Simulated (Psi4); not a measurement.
C6H14AlO2 (SMILES CC(C)[O][Al+][O]C(C)C), charge +1, singlet, at a GFN2-xTB geometry (such geometries of metal compounds can be far from the true shape); CAM-B3LYP/STO-3G (Psi4).

Input for Psi4:
```
memory 2 GB

molecule mol {
1 1
  Al    0.038023    0.556877    0.136475
  O    -0.118130    0.293062    1.739209
  C    -1.021074   -0.487881    2.526699
  C    -0.861689   -1.950910    2.169602
  C    -2.431390    0.018807    2.304757
  H    -0.699280   -0.304126    3.559218
  H    -1.082836   -2.070123    1.101572
  H    -1.546828   -2.572292    2.739840
  H     0.156305   -2.284164    2.356695
  H    -2.519322    1.058572    2.612414
  H    -2.652503   -0.047710    1.230167
  H    -3.158289   -0.577302    2.850068
  O     0.209349    1.042926   -1.411795
  C     1.028978    0.603640   -2.498330
  C     0.672122   -0.825467   -2.850015
  C     2.484954    0.765674   -2.112502
  H     0.766024    1.281647   -3.319655
  H     0.842472   -1.450218   -1.964310
  H     1.289489   -1.196668   -3.663508
  H    -0.373819   -0.901513   -3.137416
  H     2.715141    1.809381   -1.909558
  H     2.661822    0.184198   -1.196717
  H     3.146172    0.399842   -2.893559
}

set basis sto-3g
set reference rks
set cholesky_tolerance 1e-6
set scf_type cd

energy('cam-b3lyp')
print_variables()
```

The log (banner, timings and long lists left out):

```
   => Loading Basis Set <=

    Name: STO-3G
    Role: ORBITAL
    Keyword: BASIS

Traceback (most recent call last):
  File "psi4", line 375, in <module>
  File "<string>", line 46, in <module>
  File "site-packages/psi4/driver/driver.py", line 533, in energy
  File "site-packages/psi4/driver/procrouting/proc.py", line 2760, in run_scf
  File "site-packages/psi4/driver/procrouting/proc.py", line 1939, in scf_helper
  File "site-packages/psi4/driver/procrouting/proc.py", line 1433, in scf_wavefunction_factory
  File "site-packages/psi4/driver/procrouting/proc.py", line 1397, in build_functional_and_disp
  File "site-packages/psi4/driver/procrouting/dft/superfunctionals.py", line 135, in build_superfunctional

psi4.driver.p4util.exceptions.ValidationError: SCF: SCF_TYPE (CD) not supported for range-separated functionals, plese use SCF_TYPE = 'DF' to automatically select the correct JK build.

Printing out the relevant lines from the Psithon --> Python processed input file:
    core.IO.set_default_namespace("mol")
    core.set_global_option("BASIS", "sto-3g")
    core.set_global_option("REFERENCE", "rks")
    core.set_global_option("CHOLESKY_TOLERANCE", 1e-6)
    core.set_global_option("SCF_TYPE", "cd")
--> energy('cam-b3lyp')
    print_variables()

!----------------------------------------------------------------------------------!
!                                                                                  !
!  SCF: SCF_TYPE (CD) not supported for range-separated functionals, plese use     !
!     SCF_TYPE = 'DF' to automatically select the correct JK build.                !
!                                                                                  !
!----------------------------------------------------------------------------------!
```

The input was rejected before any calculation.
